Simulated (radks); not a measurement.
Values are calculated unless marked as measured or tabulated.
All-electron atom: the lithium ion Li+ in [He] (the NIST ground configuration).

Code: a radial shooting solver on a logarithmic mesh with Libxc functionals. Model: scalar-relativistic Kohn-Sham, r2SCAN, spin-unpolarised, spherical densities, finite nucleus; meta-GGA in the generalised Kohn-Sham scheme; Fermi nuclear charge, rms radius 2.444 fm; hard spherical wall at 10 bohr.

Energy parts (hartree):
part                     energy
total                  -7.28244
kinetic                 7.24781
electron-nucleus      -16.13200
Hartree                 3.29485
exchange-correlation   -1.69310

Orbitals (lengths in bohr, moments of r in powers of bohr; <r^-3> diverges for s and p1/2):
\begin{tabular}{lrrrrr}
orbital & occ. & eigenvalue (hartree) & <r^2> & <r^-3> & <1/r> \\ \hline
1s & 2 & -2.27568 & 0.4519 & - & 2.689 \\
\end{tabular}

The highest occupied level is 1s at -61.925 eV. Summed over all electrons, <r^2> = 0.9038 bohr^2, which gives a Langevin (diamagnetic) susceptibility term of -0.716 x 10^-6 cm^3/mol.
